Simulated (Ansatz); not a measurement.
Consider the atomization: `FC1=N[SiH2]C1` → 2 C• + F• + 4 H• + N• + Si•.

Gas-phase electronic energies from Ansatz, PBE0-D4/def2-TZVP geometries. CCSD(T)/CBS adds triple-zeta CCSD(T) − MP2 to the extrapolated MP2 energy (def2 sets, frozen cores). This one scheme is used for every species, atoms too. No spin–orbit coupling; open shells (•) take unrestricted orbitals. Spin–orbit coupling would lower the free atoms: a little for C, F, Si.

`FC1=N[SiH2]C1`:

Cartesian coordinates in Å:
```
F 0.025 2.413 -0.097
C 0.174 1.111 0.119
N 0.989 0.634 0.961
Si 0.426 -0.984 0.478
C -0.640 0.105 -0.648
H 1.458 -1.825 -0.173
H -0.270 -1.738 1.547
H -1.713 0.174 -0.465
H -0.450 0.110 -1.722
```

```
        species  HF/def2-SVP energy (Eh)
`FC1=N[SiH2]C1`               -520.58921
             C•                -37.64523
             F•                -99.28405
             H•                 -0.49928
             N•                -54.33653
            Si•               -288.75313
```

Work out ΔE.

ΔE = 4 × (-0.49928) + 2 × (-37.64523) + (-99.28405) + (-54.33653) + (-288.75313) − (-520.58921) = 0.92792 Eh = +2436.3 kJ/mol. CCSD(T)/CBS gives +3496.8 kJ/mol.

What do rigid-rotor, harmonic-oscillator terms from PBE0-D4/def2-TZVP frequencies (298.15 K, 1 bar) make of the CCSD(T)/CBS value? (An estimate is asked.)

Computed: ΔZPE = -150.4 kJ/mol, ΔH = +3386.5 kJ/mol, ΔS = 956 J/(mol·K), ΔG = +3101.5 kJ/mol. Open shells count their whole term as degenerate.

Largest T1 diagnostic among the species: 0.013.

From PBE to PBE0 (25 % exact exchange), in def2-TZVPP and without D4, ΔE moves by −90.4 kJ/mol: exact exchange takes away binding that semilocal exchange gives to molecules. Leaving LDA and LC-ωPBE aside and taking each functional with its dispersion term where it has one, the values, not all of them listed here, spread over 253.2 kJ/mol, from BHLYP-D4 to PBE-D4. LDA lies +488.0 kJ/mol from PBE without D4, its usual overbinding.

For atomizations the MP2-based limit and the directly extrapolated one differ by several kJ/mol either way, and by 10 to 25 for some Ge, Se and Sn compounds, so smaller differences from it don't rank the levels.
